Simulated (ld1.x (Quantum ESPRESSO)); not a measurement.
## S, PAW: configuration errors across variants

* Element: sulfur
* Generator: ld1.x (Quantum ESPRESSO) 7.5
* Type: PAW
* Functional: PBE
* Relativity: scalar-relativistic
* Frozen core: [Ne]
* Valence charge: 6
* Reference configuration: 3s2 3p3 (charge +1)
* Partial waves: 3s (bound): rcut 1.05, rcutus 1.25 bohr; 3s channel at 1.45 Ry: rcut 1.05, rcutus 1.25 bohr; 3p (bound): rcut 1.10, rcutus 1.35 bohr; 3p channel at 0.25 Ry: rcut 1.10, rcutus 1.35 bohr
* Local potential: all-electron potential smoothed inside 1.10 bohr (lloc = -2)
* Core correction: Bessel-smoothed model core inside 0.80 bohr
* Augmentation charge: PSQ, inside the norm-conserving radii

All-electron excitation energies from the reference (eV): (1) 3s2 3p4 -11.769; (2) 3s2 3p2 22.284; (3) 3s2 3p1 56.325; (4) 3s2 3p3.5 -7.109; (5) 3s1 3p4 10.879; (6) 3s0 3p6 8.971; (7) 3s1 3p5 -1.458.

1 further variants failed, have other tests or too few solved ones, and are left out.

Errors AE − PS in meV (a dash: test not solved or not reliable):

```tsv
change	(1)	(2)	(3)	(4)	(5)	(6)	(7)	bound ghosts
base	+0.4	-4.2	-23	+0.3	-0.7	-0.4	+0.3	none
waves 3s (bound): rcut 1.05, rcutus 1.30 bohr; 3s channel at 1.45 Ry: rcut 1.05, rcutus 1.30 bohr	+0.4	-4.2	-23	+0.3	-0.7	-0.4	+0.3	none
core correction Bessel-smoothed model core inside 1.52 bohr	+0.4	-3.9	-21	+0.3	-0.6	-0.3	+0.3	none
local potential all-electron potential smoothed inside 0.95 bohr (lloc = -2)	+0.5	-4.1	-23	+0.3	-0.7	-0.4	+0.3	none
all radii but the core radius scaled by about 1.18 (s 1.48, p 1.60 bohr, rcut 1.24/1.30); local potential all-electron potential smoothed inside 1.30 bohr (lloc = -2)	+0.4	-4.2	-23	+0.3	-0.5	-0.1	+0.4	none
```

Task: Give the same row for: waves 3p (bound): rcut 1.10, rcutus 1.86 bohr; 3p channel at 0.25 Ry: rcut 1.10, rcutus 1.86 bohr.

Result: +0.4, -4.1, -23, +0.3, -0.4, +0.5, +0.4; bound ghosts: none.
